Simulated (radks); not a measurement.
Problem. Species: Ho+. Configuration: [Kr] 4d10 4f12 5s2 5p5 6s1 (not the ground configuration). All-electron calculation, Dirac Kohn-Sham, LDA (Slater exchange, Perdew-Wang correlation), spin-unpolarised, spherical densities, finite nucleus; open shells are shared between the two j in proportion to 2j + 1; Fermi nuclear charge, rms radius 5.2022 fm. Program: a radial shooting solver on a logarithmic mesh with Libxc functionals. Some entries of the table are withheld. Estimate them.

orbital,occ.,eigenvalue (eV),<1/r> (bohr^-1),<r> (bohr)
1s1/2,2,-55378.18,75.97,0.02076
2s1/2,2,-9262.644,18.24,0.08759
2p1/2,2,-8820.808,18.22,0.07292
2p3/2,4,-7964.804,15.88,0.08009
3s1/2,2,-2070.413,6.667,0.2297
3p1/2,2,-1876.360,6.587,0.2192
3p3/2,4,-1697.606,5.989,0.2328
3d3/2,4,-1363.218,(1),0.2054
3d5/2,6,-1324.113,(2),0.2096
4s1/2,2,-411.1627,2.789,0.5195
4p1/2,2,-334.1234,2.682,0.5293
4p3/2,4,-293.9673,2.473,0.5608
4d3/2,4,-166.8522,2.250,0.5921
4d5/2,6,-159.5889,2.199,0.6034
5s1/2,2,-56.5724,1.039,1.285
5p1/2,1.66667,-35.9493,(3),1.454
5p3/2,3.33333,-30.9858,(4),1.565
6s1/2,1,-9.3024,0.3477,3.622
4f5/2,5.14286,-8.4379,1.572,0.8825
4f7/2,6.85714,-7.5085,1.540,0.9105

Solution. 
(1) 3d3/2 <1/r> (bohr^-1): 5.876
(2) 3d5/2 <1/r> (bohr^-1): 5.729
(3) 5p1/2 <1/r> (bohr^-1): 0.9076
(4) 5p3/2 <1/r> (bohr^-1): 0.8335
